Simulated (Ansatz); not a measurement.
Relaxation of FH₇O₃SiTi (13 atoms, charge 0, multiplicity 1), to a largest force component of 0.03 eV/Å in at most 50 steps.

Theory: Ansatz, RKS PBE/def2-SVP.

```xyz
13
Properties=species:S:1:pos:R:3:forces:R:3
Ti -0.022 -0.239 0.105 -0.03 -0.01 0.63
F 0.077 -0.150 1.908 -0.11 -0.20 -0.62
O 1.589 -0.139 -0.681 0.03 0.01 -0.01
H 2.084 -0.889 -1.058 0.00 0.00 0.00
O -1.126 1.048 -0.510 0.01 -0.04 0.00
Si -2.567 1.615 -1.155 0.00 0.02 -0.01
H -3.735 1.026 -0.407 -0.01 0.00 0.00
H -2.615 3.113 -1.042 0.00 -0.01 0.00
H -2.674 1.223 -2.605 0.00 0.00 0.00
O -0.706 -1.835 -0.294 -0.04 -0.04 0.00
H -1.464 -2.364 0.008 0.02 0.01 -0.01
H 1.276 2.160 1.099 0.69 1.19 -1.31
H 1.023 1.732 1.623 -0.57 -0.94 1.32
```

Question: Where does it end, and by what steps?

Answer: The forces met the threshold. After 29 steps the energy has fallen by 0.165 eV; H12 moved furthest, 1.43 Å.

```tsv
step	energy less start (eV)	largest force component (eV/Å)	accepted
0	0.0000	1.315	yes
2	-0.1035	0.151	yes
4	-0.1133	0.088	yes
6	-0.1197	0.060	yes
8	-0.1274	0.208	yes
10	-0.1350	0.473	yes
12	-0.1421	0.141	yes
14	-0.1450	0.076	yes
16	-0.1489	0.127	yes
18	-0.1521	0.289	yes
20	-0.1587	0.048	yes
22	-0.1609	0.034	yes
24	-0.1623	0.229	no
26	-0.1632	0.086	yes
28	-0.1645	0.039	yes
29	-0.1647	0.021	yes
```

```xyz
13
Properties=species:S:1:pos:R:3
Ti -0.148 -0.483 -0.009
F 0.399 0.171 1.551
O 1.181 -0.324 -1.205
H 1.730 -1.029 -1.592
O -1.591 0.420 -0.578
Si -2.613 1.551 -1.288
H -4.024 1.290 -0.835
H -2.207 2.939 -0.879
H -2.549 1.429 -2.787
O -0.546 -2.214 0.207
H -1.371 -2.714 0.081
H 1.581 2.984 2.230
H 1.298 2.281 2.095
```

Whether the end is a true minimum wasn't checked by a vibrational analysis.

Run time: 58 s on 4 threads of Arm Neoverse V2, on a shared host, peak memory 0.22 GiB.
